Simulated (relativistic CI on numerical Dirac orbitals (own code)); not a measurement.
Ligand-field terms of d3

Computed with a parametric ligand-field model of a d^n configuration (Racah B and C, spin-orbit zeta, crystal field), exact diagonalisation.

Field parameters in Wybourne normalisation: Oh B⁴₀ = 21Dq, B⁴₄ = √(5/14) B⁴₀. The field is a parameter set, without covalency.

Q: Ground term and bands for B = 780, C = 3180, ζ = 0 cm⁻¹, Oh, 10Dq = 17000 cm⁻¹?

A: Ground term 4A2 with 0.00 electrons in the two orbitals of the cubic e set. Spin-allowed: 4T2 17000 cm⁻¹ (588 nm), 4T1 24509 cm⁻¹ (408 nm), 4T1 38191 cm⁻¹ (262 nm). Lowest spin-forbidden: 2E 15199 cm⁻¹ (658 nm), 2T1 15924 cm⁻¹ (628 nm), 2T2 22721 cm⁻¹ (440 nm). With an A2 ground term the first spin-allowed band lies at |10Dq| itself.

Q: Ground term and bands for B = 840, C = 3020, ζ = 0 cm⁻¹, Oh, 10Dq = 24250 cm⁻¹?

A: Ground term 4A2 with 0.00 electrons in the two orbitals of the cubic e set. Spin-allowed: 4T2 24250 cm⁻¹ (412 nm), 4T1 32926 cm⁻¹ (304 nm), 4T1 52424 cm⁻¹ (191 nm). Lowest spin-forbidden: 2E 15316 cm⁻¹ (653 nm), 2T1 16070 cm⁻¹ (622 nm), 2T2 23689 cm⁻¹ (422 nm). With an A2 ground term the first spin-allowed band lies at |10Dq| itself.

Q: A d3 ion in Oh symmetry has the ground term 4A2 and bands at 2E 20248 cm⁻¹ (494 nm), 2T1 21031 cm⁻¹ (475 nm), 2T2 31837 cm⁻¹ (314 nm), 4T2 39300 cm⁻¹ (254 nm), 4T1 50155 cm⁻¹ (199 nm), 4T1 82745 cm⁻¹ (121 nm). Which parameters reproduce them?

A: B = 1000, C = 4180, ζ = 0 cm⁻¹, Oh, 10Dq = 39300 cm⁻¹.

Q: A d3 ion in Oh symmetry has the ground term 4A2 and bands at 4T2 4800 cm⁻¹ (2083 nm), 2E 7628 cm⁻¹ (1311 nm), 4T1 7803 cm⁻¹ (1281 nm), 2T1 8047 cm⁻¹ (1243 nm), 2T2 10627 cm⁻¹ (941 nm), 4T1 13047 cm⁻¹ (766 nm). Which parameters reproduce them?

A: B = 430, C = 1580, ζ = 0 cm⁻¹, Oh, 10Dq = 4800 cm⁻¹.

Q: Ground term and bands for B = 1010, C = 3650, ζ = 0 cm⁻¹, Oh, 10Dq = 25550 cm⁻¹?

A: Ground term 4A2 with 0.00 electrons in the two orbitals of the cubic e set. Spin-allowed: 4T2 25550 cm⁻¹ (391 nm), 4T1 35680 cm⁻¹ (280 nm), 4T1 56120 cm⁻¹ (178 nm). Lowest spin-forbidden: 2E 18369 cm⁻¹ (544 nm), 2T1 19306 cm⁻¹ (518 nm), 2T2 28070 cm⁻¹ (356 nm). With an A2 ground term the first spin-allowed band lies at |10Dq| itself.
